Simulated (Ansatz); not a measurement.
Reactions of CH₄Cl₂InN (`C[NH][In]([Cl])[Cl]`).

Program: Ansatz. Geometries: PBE0-D4/def2-TZVP. ΔE: electronic, gas phase. CCSD(T)/CBS adds triple-zeta CCSD(T) − MP2 to the extrapolated MP2 energy (def2 sets, frozen cores). This one scheme is used for every species, atoms too. DFT in def2-TZVPP. No spin–orbit coupling; open shells (•) take unrestricted orbitals. Spin–orbit coupling would lower the free atoms: a little for C, Cl; strongly for In. Elements past krypton have def2 core potentials. Bonds to I, In, Nb are less sure, by a few kJ/mol each and by 10 to 20 or more in all where they break to atoms, as the def2 sets lack core-valence functions. Each species was taken in one conformer, which may not be the lowest.

```tsv
reaction	PBE-D4 (eV)	HF/CBS(def2) (eV)	ωB97X-V (eV)
`C[NH][In]([Cl])[Cl]` → `[Cl][InH][Cl]` + `C=N`	1.31	0.98	1.35
`C[NH][In]([Cl])[Cl]` + `[SiH3][SiH2][SiH3]` → `C[SiH]([SiH3])[SiH3]` + `[NH2][In]([Cl])[Cl]`	-0.82	-0.72	-0.79
`C[NH][In]([Cl])[Cl]` + `N=C=O` → `O=C=[N][In]([Cl])[Cl]` + CH₃NH₂	-0.33	-0.67	-0.43
`C[NH][In]([Cl])[Cl]` + HI → `[Cl][In]([Cl])[I]` + CH₃NH₂	-1.32	-1.55	-1.31
`C[NH][In]([Cl])[Cl]` + CH₄ → `C[NH][In]([CH3])[Cl]` + HCl	1.25	1.55	1.32
`C[NH][In]([Cl])[Cl]` + H–F → `[F][In]([Cl])[Cl]` + CH₃NH₂	-0.38	-0.59	-0.42
`C[NH][In]([Cl])[Cl]` → `[CH2]` (triplet) + `[NH2][In]([Cl])[Cl]`	4.14	2.58	4.20
`C[NH][In]([Cl])[Cl]` + `[NH]=[Nb]([OH])([OH])[F]` → `C[O][Nb](=[NH])([OH])[F]` + `[NH2][In]([Cl])[Cl]`	0.01	-0.04	0.02
`C[NH][In]([Cl])[Cl]` → C• + 2 Cl• + 4 H• + In• + N•	30.48	21.12	30.15
`C[NH][In]([Cl])[Cl]` + H₂ → `[Cl][InH][Cl]` + CH₃NH₂	-0.18	-0.45	-0.22
```

Q: Give the CCSD(T)/CBS values in the same order. (An estimate is asked.)

A: The calculation gave: 1.37, -0.82, -0.42, -1.34, 1.28, -0.27, 4.07, 0.03, 30.08, -0.09 eV.

Largest T1 diagnostic: 0.021, for `[NH]=[Nb]([OH])([OH])[F]`.
